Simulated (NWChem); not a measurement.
System: AlH₂F; SMILES [F][AlH2]

Input file for NWChem:

```
start job
memory heap 200 mb stack 900 mb global 1100 mb
geometry units angstroms noautosym nocenter noautoz
  Al     0.000000     0.000000    -0.576275
  H      0.000000     1.421229    -1.294462
  H      0.000000    -1.421229    -1.294462
  F      0.000000     0.000000     1.104334
end
basis spherical
  * library 6-31+g*
end
dft
  xc xpbe96 cpbe96
  iterations 150
end
property
  response 1 0.0
end
task dft property
```

Structure relaxed at the PBE-D3(BJ)/def2-SVP level.

Static field.

**Question.** Predict the main results of this run. (PBE/6-31+G* (spherical d).) Quantities: isotropic polarisability (bohr³); anisotropy (bohr³).

**Answer.** 
| Item | Value |
|---|---|
| isotropic polarisability (bohr³) | 24.7 |
| anisotropy (bohr³) | 8.6 |
